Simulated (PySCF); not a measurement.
C3H7FSi (SMILES C=C[SiH](C)F), singlet, at a GFN2-xTB geometry, with bond 10-4 at 1.4 times its length; CASSCF(6,5)/6-31G (PySCF).

Input for PySCF:
```python
from pyscf import gto, scf, mcscf
import numpy

mol = gto.M(
    atom='''
Si    0.346663    0.333654   -0.426387
C     1.721453   -0.949895   -0.650673
F     0.643178    1.117031    0.959963
C    -1.341943   -0.475944   -0.258090
C    -2.120028   -0.368145    0.808899
H     0.372096    1.389483   -1.433819
H     1.610162   -1.493813   -1.583507
H     2.698138   -0.474290   -0.661629
H     1.719792   -1.677237    0.157417
H    -1.837141   -1.304084   -1.428462
H    -1.817783    0.209350    1.667282
H    -3.085523   -0.846556    0.877261
''',
    basis='6-31g',
    charge=0,
    spin=0,
    verbose=4,
)

mf = scf.RHF(mol)
mf.kernel()
mc = mcscf.CASSCF(mf, 5, 6)
mc.fix_spin_(ss=0.0)
mc.kernel()
occ = numpy.linalg.eigvalsh(mc.fcisolver.make_rdm1(mc.ci, mc.ncas, mc.nelecas))[::-1]
ss = mc.fcisolver.spin_square(mc.ci, mc.ncas, mc.nelecas)[0]
print('natural occupations', occ.round(4), ' <S^2>', round(ss, 4))
```

The log (banner, timings and long lists left out):

```
PySCF version 2.14.0

[INPUT] verbose = 4
[INPUT] num. atoms = 12
[INPUT] num. electrons = 48
[INPUT] charge = 0
[INPUT] spin (= nelec alpha-beta = 2S) = 0
[INPUT] symmetry False subgroup None
[INPUT] Mole.unit = angstrom
[INPUT] Symbol           X                Y                Z      unit          X                Y                Z       unit  Magmom
[INPUT]  1 Si     0.346663000000   0.333654000000  -0.426387000000 AA    0.655098127520   0.630514680366  -0.805754653075 Bohr   0.0
[INPUT]  2 C      1.721453000000  -0.949895000000  -0.650673000000 AA    3.253074706311  -1.795041397094  -1.229593766649 Bohr   0.0
[INPUT]  3 F      0.643178000000   1.117031000000   0.959963000000 AA    1.215430269346   2.110882662649   1.814067159716 Bohr   0.0
[INPUT]  4 C     -1.341943000000  -0.475944000000  -0.258090000000 AA   -2.535904744777  -0.899403810630  -0.487719415489 Bohr   0.0
[INPUT]  5 C     -2.120028000000  -0.368145000000   0.808899000000 AA   -4.006272296409  -0.695693224128   1.528597572435 Bohr   0.0
[INPUT]  6 H      0.372096000000   1.389483000000  -1.433819000000 AA    0.703159532046   2.625742324739  -2.709525222198 Bohr   0.0
[INPUT]  7 H      1.610162000000  -1.493813000000  -1.583507000000 AA    3.042765196182  -2.822897451315  -2.992394546332 Bohr   0.0
[INPUT]  8 H      2.698138000000  -0.474290000000  -0.661629000000 AA    5.098741866282  -0.896278203620  -1.250297606070 Bohr   0.0
[INPUT]  9 H      1.719792000000  -1.677237000000   0.157417000000 AA    3.249935871218  -3.169518575987   0.297475017351 Bohr   0.0
[INPUT] 10 H     -1.837141000000  -1.304084000000  -1.428462000000 AA   -3.471693342210  -2.464361603427  -2.699401959348 Bohr   0.0
[INPUT] 11 H     -1.817783000000   0.209350000000   1.667282000000 AA   -3.435112023890   0.395614164178   3.150706352417 Bohr   0.0
[INPUT] 12 H     -3.085523000000  -0.846556000000   0.877261000000 AA   -5.830793421046  -1.599758989107   1.657783029762 Bohr   0.0

nuclear repulsion = 224.09984836207
number of shells = 41
number of NR pGTOs = 162
number of NR cGTOs = 63
basis = 6-31g
ecp = {}

******** <class 'pyscf.scf.hf.RHF'> ********
method = RHF
initial guess = minao
damping factor = 0
level_shift factor = 0
DIIS = <class 'pyscf.scf.diis.CDIIS'>
diis_start_cycle = 1
diis_space = 8
diis_damp = 0
SCF conv_tol = 1e-09
SCF conv_tol_grad = None
SCF max_cycles = 50
direct_scf = True
direct_scf_tol = 1e-13
Set gradient conv threshold to 3.16228e-05
Initial guess from minao.
init E= -506.229286922695
  HOMO = -0.272601661171023  LUMO = 0.0483535948953255  gap/eV = 8.73364
cycle= 1 E= -505.835177912159  delta_E= 0.394  |g|= 0.502  |ddm|= 2.83
  HOMO = -0.411598955111586  LUMO = 0.114314754015686  gap/eV = 14.31084
cycle= 2 E= -505.889472580396  delta_E= -0.0543  |g|= 0.295  |ddm|= 0.782
  HOMO = -0.391833159762515  LUMO = 0.132752203231787  gap/eV = 14.27469
cycle= 3 E= -505.904127909381  delta_E= -0.0147  |g|= 0.0458  |ddm|= 0.216
  HOMO = -0.388779481630724  LUMO = 0.137928186682537  gap/eV = 14.33245
cycle= 4 E= -505.905058842876  delta_E= -0.000931  |g|= 0.00766  |ddm|= 0.0891
  HOMO = -0.389832953216127  LUMO = 0.136762618727525  gap/eV = 14.32940
cycle= 5 E= -505.90508389617  delta_E= -2.51e-05  |g|= 0.00268  |ddm|= 0.0119
  HOMO = -0.389733518951555  LUMO = 0.13682509740923  gap/eV = 14.32839
cycle= 6 E= -505.905088565282  delta_E= -4.67e-06  |g|= 0.00131  |ddm|= 0.00459
  HOMO = -0.389570223600189  LUMO = 0.136942984196253  gap/eV = 14.32715
cycle= 7 E= -505.905089414047  delta_E= -8.49e-07  |g|= 0.000364  |ddm|= 0.00257
  HOMO = -0.389658771803988  LUMO = 0.136874259654494  gap/eV = 14.32769
cycle= 8 E= -505.905089517099  delta_E= -1.03e-07  |g|= 0.000134  |ddm|= 0.00107
  HOMO = -0.389635987304744  LUMO = 0.136891909999299  gap/eV = 14.32755
cycle= 9 E= -505.905089527406  delta_E= -1.03e-08  |g|= 3.26e-05  |ddm|= 0.000344
  HOMO = -0.389639115054868  LUMO = 0.136890466228042  gap/eV = 14.32760
cycle= 10 E= -505.90508952816  delta_E= -7.54e-10  |g|= 8.56e-06  |ddm|= 9.67e-05
  HOMO = -0.389639984374619  LUMO = 0.136889783324463  gap/eV = 14.32760
Extra cycle  E= -505.905089528203  delta_E= -4.27e-11  |g|= 3.74e-06  |ddm|= 1.52e-05
converged SCF energy = -505.905089528203

******** <class 'pyscf.mcscf.mc1step.CASSCF'> ********
CAS (3e+3e, 5o), ncore = 21, nvir = 37
max_cycle_macro = 50
max_cycle_micro = 4
conv_tol = 1e-07
conv_tol_grad = None
orbital rotation max_stepsize = 0.02
orbital rotation threshold for CI restart = 0.01
augmented hessian ah_max_cycle = 30
augmented hessian ah_conv_tol = 1e-12
augmented hessian ah_linear dependence = 1e-14
augmented hessian ah_level shift = 1e-08
augmented hessian ah_start_tol = 2.5
augmented hessian ah_start_cycle = 3
augmented hessian ah_grad_trust_region = 3
kf_trust_region = 3
kf_interval = 4
ci_response_space = 4
ci_grad_trust_region = 3
with_dep4 0
natorb = False
canonicalization = True
sorting_mo_energy = False
ao2mo_level = 2
internal_rotation = False
******** <class 'pyscf.fci.addons.SpinPenaltyFCISolver'> ********
max. cycles = 50
conv_tol = 1e-08
davidson only = True
linear dependence = 1e-12
level shift = 0.001
max iter space = 12
nroots = 1
pspace_size = 400
spin = None
CASCI E = -505.921984191364  S^2 = 0.0000000
Set conv_tol_grad to 0.000316228
macro iter   1 ( 21 JK    4 micro), CASSCF E = -505.956138604650  dE = -3.41544133e-02  S^2 = 0.0000000
               |grad[o]|=0.028  |grad[c]|=0.0528  |ddm|=0.087  |maxRot[o]|=0.284
macro iter   2 ( 21 JK    4 micro), CASSCF E = -505.966033073928  dE = -9.89446928e-03  S^2 = 0.0000000
               |grad[o]|=0.0314  |grad[c]|=0.0404  |ddm|=0.0128  |maxRot[o]|=0.205
macro iter   3 ( 21 JK    4 micro), CASSCF E = -505.967363178682  dE = -1.33010475e-03  S^2 = 0.0000000
               |grad[o]|=0.0121  |grad[c]|=0.0253  |ddm|=0.0109  |maxRot[o]|=0.288
macro iter   4 ( 21 JK    4 micro), CASSCF E = -505.968076806950  dE = -7.13628268e-04  S^2 = 0.0000000
               |grad[o]|=0.0135  |grad[c]|=0.056  |ddm|=0.00535  |maxRot[o]|=0.307
macro iter   5 ( 21 JK    4 micro), CASSCF E = -505.968625605800  dE = -5.48798850e-04  S^2 = 0.0000000
               |grad[o]|=0.0137  |grad[c]|=0.0218  |ddm|=0.00301  |maxRot[o]|=0.172
macro iter   6 ( 21 JK    4 micro), CASSCF E = -505.968601801476  dE =  2.38043239e-05  S^2 = 0.0000000
               |grad[o]|=0.00697  |grad[c]|=0.00257  |ddm|=0.00132  |maxRot[o]|=0.0655
macro iter   7 ( 21 JK    4 micro), CASSCF E = -505.968801686804  dE = -1.99885328e-04  S^2 = 0.0000000
               |grad[o]|=0.00277  |grad[c]|=0.00458  |ddm|=0.000585  |maxRot[o]|=0.0927
macro iter   8 ( 12 JK    3 micro), CASSCF E = -505.968933053860  dE = -1.31367056e-04  S^2 = 0.0000000
               |grad[o]|=0.00218  |grad[c]|=0.00541  |ddm|=0.000486  |maxRot[o]|=0.0692
macro iter   9 ( 21 JK    4 micro), CASSCF E = -505.969031538315  dE = -9.84844550e-05  S^2 = 0.0000000
               |grad[o]|=0.00125  |grad[c]|=0.000927  |ddm|=0.000549  |maxRot[o]|=0.0598
macro iter  10 (  7 JK    2 micro), CASSCF E = -505.969079928324  dE = -4.83900091e-05  S^2 = 0.0000000
               |grad[o]|=0.000707  |grad[c]|=0.00471  |ddm|=0.00068  |maxRot[o]|=0.0601
macro iter  11 ( 12 JK    3 micro), CASSCF E = -505.969053306853  dE =  2.66214704e-05  S^2 = 0.0000000
               |grad[o]|=0.000311  |grad[c]|=0.00236  |ddm|=0.00116  |maxRot[o]|=0.0526
macro iter  12 ( 21 JK    4 micro), CASSCF E = -505.969060980726  dE = -7.67387252e-06  S^2 = 0.0000000
               |grad[o]|=0.00102  |grad[c]|=0.000743  |ddm|=0.000389  |maxRot[o]|=0.0138
macro iter  13 (  7 JK    2 micro), CASSCF E = -505.969079835851  dE = -1.88551246e-05  S^2 = 0.0000000
               |grad[o]|=0.000478  |grad[c]|=0.0014  |ddm|=0.000169  |maxRot[o]|=0.0369
macro iter  14 (  5 JK    2 micro), CASSCF E = -505.969084353819  dE = -4.51796859e-06  S^2 = 0.0000000
               |grad[o]|=0.00021  |grad[c]|=0.000558  |ddm|=9.41e-05  |maxRot[o]|=0.0206
macro iter  15 (  5 JK    1 micro), CASSCF E = -505.969084697231  dE = -3.43411898e-07  S^2 = 0.0000000
               |grad[o]|=5.78e-05  |grad[c]|=0.000174  |ddm|=4.69e-05  |maxRot[o]|=0.00806
macro iter  16 (  1 JK    1 micro), CASSCF E = -505.969084697452  dE = -2.20893526e-10  S^2 = 0.0000000
               |grad[o]|=2.29e-05  |grad[c]|=1.69e-05  |ddm|=8.84e-06  |maxRot[o]|=    0
1-step CASSCF converged in  16 macro (238 JK  50 micro) steps
CASSCF canonicalization
Density matrix diagonal elements [1.98696162 1.93570698 1.91659686 0.0917883  0.06894623]
CASSCF energy = -505.969084697452
CASCI E = -505.969084697452  E(CI) = -8.79483357738980  S^2 = 0.0000000
natural occupations [1.9973 1.9326 1.9097 0.0915 0.0689]  <S^2> 0.0
```
